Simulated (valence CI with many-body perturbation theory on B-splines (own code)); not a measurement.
Values are calculated unless marked as measured or tabulated.
**Energy levels of Ti¹⁷⁺**

Method: valence CI with perturbative core correlation (CI+MBPT): three valence electrons over a frozen Dirac-Fock core [He], a basis of 11 s, 11 p, 10 d, 8 f, 5 g, 2 h functions for each j, with the one-electron correlation potential Σ1 (screened to all orders), the two-electron term Σ2, the three-electron term Σ3, Breit, model QED; selected single and double excitations, second order for the rest, scaled by the run's own slope (own B-spline code, finite nucleus).

No measured spectrum was set against this ion. As an estimate, levels of excited configurations hold to 0.05 to 0.15 % of their energy, terms of the ground configuration to about 0.5 %.

Levels 91 to 135 of 200, with energies above the lowest level, 2s2.2p 2P°_1/2. "Leading %" is the weight of the configuration and term that name the level; weights of strongly mixed levels are sums over their largest components and can fall short. In the jj column 3d3/2^4 stands for four electrons in 3d with j = 3/2.

```tsv
No.	Configuration	Term	J	E (eV)	Leading %	Second component	g	Leading jj
91	2p2.3d	4F	7/2	818.66	86	12 % 2p2.3d 4D	1.257	2p1/2 2p3/2 3d5/2 (80 %)
92	2p2.3p	2F°	5/2	819.18	76	18 % 2p2.3p 2D°	0.932	2p3/2^2 3p3/2 (37 %)
93	2p2.3d	2P	3/2	819.73	52	32 % 2p2.3d 4D	1.188	2p1/2 2p3/2 3d3/2 (79 %)
94	2p2.3d	2F	5/2	820.37	50	28 % 2p2.3d 4D	1.078	2p1/2 2p3/2 3d3/2 (64 %)
95	2p2.3d	4D	1/2	820.38	83	14 % 2p2.3d 2P	0.140	2p1/2 2p3/2 3d3/2 (98 %)
96	2p2.3p	2F°	7/2	820.39	88	8 % 2p2.3p 4D°	1.164	2p3/2^2 3p3/2 (59 %)
97	2p2.3d	4F	9/2	821.19	92	7 % 2p2.3d 2G	1.316	2p1/2 2p3/2 3d5/2 (60 %)
98	2p2.3d	4D	7/2	822.10	52	36 % 2p2.3d 2F	1.293	2p1/2 2p3/2 3d5/2 (44 %)
99	2p2.3d	4D	3/2	822.46	51	39 % 2p2.3d 2P	1.254	2p1/2 2p3/2 3d5/2 (73 %)
100	2p2.3d	2F	5/2	822.77	47	33 % 2p2.3d 4D	1.145	2p1/2 2p3/2 3d5/2 (84 %)
101	2p2.3p	2D°	3/2	823.86	78	16 % 2p2.3p 2P°	0.927	2p3/2^2 3p1/2 (42 %)
102	2p2.3p	2D°	5/2	824.57	93		1.194	2p3/2^2 3p1/2 (48 %)
103	2p2.3d	2P	1/2	825.81	56	24 % 2p2.3s 2S	1.072	2p3/2^2 3d5/2 (34 %)
104	2p2.3d	4P	5/2	826.44	71	20 % 2p2.3d 4D	1.517	2p1/2 2p3/2 3d5/2 (41 %)
105	2p2.3s	2S	1/2	826.78	58	27 % 2p2.3d 2P	1.542	2p3/2^2 3s (49 %)
106	2p2.3p	2P°	1/2	827.00	96		0.674	2p1/2 2p3/2 3p3/2 (76 %)
107	2p2.3d	2F	7/2	827.46	55	32 % 2p2.3d 4D	1.214	2p3/2^2 3d5/2 (70 %)
108	2p2.3d	4P	3/2	827.58	86	7 % 2p2.3d 4D	1.657	2p1/2 2p3/2 3d3/2 (49 %)
109	2p2.3d	4P	1/2	828.24	90		2.529	2p1/2 2p3/2 3d3/2 (50 %)
110	2p2.3p	2P°	3/2	831.04	80	15 % 2p2.3p 2D°	1.272	2p3/2^2 3p3/2 (80 %)
111	2p2.3d	2D	5/2	833.39	83	15 % 2p2.3d 2F	1.148	2p1/2 2p3/2 3d5/2 (44 %)
112	2p2.3d	2G	7/2	833.52	78	19 % 2p2.3d 2F	0.947	2p1/2 2p3/2 3d3/2 (29 %)
113	2p2.3d	2D	3/2	833.71	90	5 % 2p2.3d 2P	0.829	2p1/2 2p3/2 3d5/2 (67 %)
114	2p2.3d	2G	9/2	834.49	92	7 % 2p2.3d 4F	1.126	2p3/2^2 3d5/2 (60 %)
115	2p2.3d	2D	3/2	837.68	92		0.835	2p3/2^2 3d3/2 (49 %)
116	2p2.3d	2D	5/2	838.24	56	36 % 2p2.3d 2F	1.092	2p3/2^2 3d3/2 (40 %)
117	2p2.3d	2F	7/2	839.75	88	9 % 2p2.3d 2G	1.122	2p3/2^2 3d3/2 (56 %)
118	2p2.3d	2P	1/2	841.36	94		0.710	2p1/2 2p3/2 3d5/2 (41 %)
119	2p2.3d	2D	5/2	842.31	51	47 % 2p2.3d 2F	1.040	2p3/2^2 3d5/2 (70 %)
120	2p2.3d	2P	3/2	843.71	90		1.318	2p3/2^2 3d5/2 (62 %)
121	2p2.3p	2P°	1/2	844.46	92	4 % 2s2.3p 2P°	0.665	2p3/2^2 3p1/2 (78 %)
122	2p2.3d	2S	1/2	844.51	87	4 % 2p2.3s 2S	1.997	2p3/2^2 3d5/2 (27 %)
123	2p2.3p	2P°	3/2	845.40	90	5 % 2s2.3p 2P°	1.330	2p3/2^2 3p3/2 (74 %)
124	2p2.3d	2D	5/2	860.10	92	4 % 2s2.3d 2D	1.197	2p3/2^2 3d5/2 (74 %)
125	2p2.3d	2D	3/2	860.76	94		0.799	2p3/2^2 3d3/2 (79 %)
126	2s2.4s	2S	1/2	926.33	95	4 % 2p2.4s 2S	2.002	2s^2 4s (95 %)
127	2s2.4p	2P°	1/2	933.72	95	5 % 2p2.4p 2P°	0.665	2s^2 4p1/2 (95 %)
128	2s2.4p	2P°	3/2	934.53	95	5 % 2p2.4p 2P°	1.334	2s^2 4p3/2 (95 %)
129	2s2.4d	2D	3/2	940.61	95	5 % 2p2.4d 2D	0.799	2s^2 4d3/2 (95 %)
130	2s2.4d	2D	5/2	940.84	95	5 % 2p2.4d 2D	1.200	2s^2 4d5/2 (95 %)
131	2s2.4f	2F°	5/2	944.37	95	5 % 2p2.4f 2F°	0.856	2s^2 4f5/2 (95 %)
132	2s2.4f	2F°	7/2	944.47	95	5 % 2p2.4f 2F°	1.143	2s^2 4f7/2 (95 %)
133	2s.2p.4s	4P°	1/2	962.39	92	7 % 2s.2p.4s 2P°	2.529	2s 2p1/2 4s (97 %)
134	2s.2p.4s	4P°	3/2	964.28	90	8 % 2s.2p.4s 2P°	1.695	2s 2p1/2 4s (74 %)
135	2s.2p.4s	2P°	1/2	966.28	92	7 % 2s.2p.4s 4P°	0.796	2s 2p1/2 4s (77 %)
```

Names give the largest LS component (configuration and term), which can be under half, so a name can repeat, a term be missing and a line seem to break the LS rules; names also repeat where a configuration has a term twice.
